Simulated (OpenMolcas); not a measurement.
Co2+ (d7) among equal point charges was computed by CASSCF with the d shell active (OpenMolcas, ANO-RCC-VDZP on the metal). Its lowest spin-free states, and all those of the highest spin:

| 2S+1 | Degeneracy | E (cm-1) |
| --- | --- | --- |
| 4 | 1 | 0.0 |
| 4 | 3 | 1605 |
| 4 | 3 | 2851 |
| 2 | 2 | 19836 |
| 2 | 3 | 19883 |
| 2 | 1 | 19918 |
| 4 | 3 | 20226 |
| 2 | 3 | 20526 |
| 2 | 3 | 25472 |
| 2 | 3 | 25958 |
| 2 | 2 | 26640 |
| 2 | 3 | 26809 |

Q: Is the site octahedral, tetrahedral or cube-like, axial, or of lower symmetry?

A: The states with 2S+1 = 4 have orbital degeneracies 1, 3, 3, 3. Threefold states need a cubic site. For d7 at this spin an octahedron puts the threefold T1 below the threefold T2 and a tetrahedron or cube puts the single A2 below the threefold T2, so the site is a tetrahedron or a cube, which this pattern cannot tell apart. The first gap at this spin, 1610 cm-1, is |10Dq| in ligand-field theory. The run had Co2+ among 4 point charges of -2.4 e arranged as a tetrahedron (Td), 2.04 Å from the ion.

Without dynamic correlation the repulsion within the d shell is too large (B by tens of per cent), so at a given field states of lower spin stand too high. The ground term spreads over less than 5000 cm-1, several times less than with real ligands, so orbital moments are less quenched and χT lies further from the spin-only value than at real sites. Point charges carry no covalency, so the field is a model and not that of real ligands. No measured value stands beside these numbers.
